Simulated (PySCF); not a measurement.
B(vinyl)(OMe)(NH2) (C₃H₈BNO), SMILES C=CB(N)OC.

The structure is a stationary point at PBE-D3(BJ)/def2-SVP. The values are those of a single conformer.

The numbers are results of PySCF with PBE-D3(BJ)/def2-SVP, not measurements.

No scaling factor is applied to the harmonic values.

### Question
Estimate the vibrational spectrum. (Estimate from the structure and the level; the computed values follow.)

### Answer

```
mode  ν (cm⁻¹)  IR (km/mol)  moving atoms (share of kinetic energy)
----  --------  -----------  --------------------------------------
1           84          6.4                  C 37 %, H 33 %, O 20 %
2          134          0.4                                  H 91 %
3          152          1.2                  H 41 %, C 31 %, O 22 %
4          166          0.9                  C 50 %, H 28 %, O 11 %
5          255          0.3           C 31 %, H 31 %, N 28 %, O 9 %
6          381        114.2                           H 85 %, N 9 %
7          390          1.6          C 34 %, H 28 %, O 19 %, N 14 %
8          414         36.5                  H 62 %, B 16 %, N 14 %
9          511          2.6   C 43 %, H 25 %, N 12 %, O 10 %, B 9 %
10         555          0.0                                  H 84 %
11         693         21.8                  B 52 %, H 23 %, C 20 %
12         720          4.7          C 30 %, H 26 %, N 22 %, O 18 %
13         838          5.1                  H 56 %, N 21 %, O 16 %
14         945         25.3                          H 72 %, C 28 %
15         970          3.5                          H 76 %, C 19 %
16        1012         11.5                                  H 93 %
17        1100         36.2                  C 36 %, O 35 %, H 21 %
18        1133          0.3                          H 76 %, C 19 %
19        1168          0.4                          H 65 %, C 21 %
20        1221         73.6                  H 57 %, B 22 %, C 12 %
21        1293        117.8                  H 41 %, B 30 %, C 20 %
22        1348        223.0          H 39 %, B 38 %, O 11 %, C 10 %
23        1386         60.2                  H 73 %, C 15 %, B 11 %
24        1422          4.6                                  H 97 %
25        1425         11.0                                  H 96 %
26        1449         43.8                   H 68 %, B 18 %, O 9 %
27        1546        174.9                  H 67 %, N 19 %, B 11 %
28        1644         28.2                          C 85 %, H 11 %
29        2906         73.0                                  H 97 %
30        2971         49.7                          H 90 %, C 10 %
31        3042         23.8                           H 91 %, C 9 %
32        3042         27.5                                  H 93 %
33        3057         12.2                                  H 93 %
34        3148         11.4                          H 89 %, C 11 %
35        3533         30.3                                  H 96 %
36        3634         21.4                           H 91 %, N 9 %
```
